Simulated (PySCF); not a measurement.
SMILES OB(O)N[Si](F)(F)F at its B3LYP/def2-SVP optimised geometry (Å):

```
11

Si     1.5392     0.5904    -0.0208
F      2.5518     0.6274     1.2219
F      2.4663     0.6666    -1.3268
F      0.6518     1.9408     0.0226
N      0.4719    -0.7187     0.0000
B     -0.9842    -0.7187     0.0000
O     -1.5896    -1.9408    -0.0002
O     -1.7429     0.4133     0.0000
H      0.8732    -1.6548     0.0032
H     -2.5518    -1.8631     0.0023
H     -1.2422     1.2398     0.0098
```

Computed with B3LYP/def2-TZVP run with PySCF.

Map of the Laplacian of the electron density (e/bohr⁵) on the plane z = 0.6 Å:

```
|                             |
|                             |
|                             |
|                             |
|                             |
|                             |
|                             |
|               :-.           |
|              :*%+.          |
|              :##+.          |
|              .-=:   .       |
|        .:..    . ...=-.     |
|       .-=-.     .@*:+*.     |
|       .---:     .*=:+=.     |
|        :-:.  ..    .:.      |
|        ..    ...            |
|           .  . ..           |
|         .    ....           |
|        .::.  ...            |
|       .:=-:.                |
|       .:=-:                 |
|        .::.                 |
|                             |
|                             |
|                             |
|                             |
|                             |
|                             |
|                             |
```
Scale: ten equal steps from 0.000 (start of ' ') to 1.40 (end of '@'), in the order ' .:-=+*#%@'; x runs from -5.00 to 5.00, y from -5.00 (bottom) to 5.00 (top).
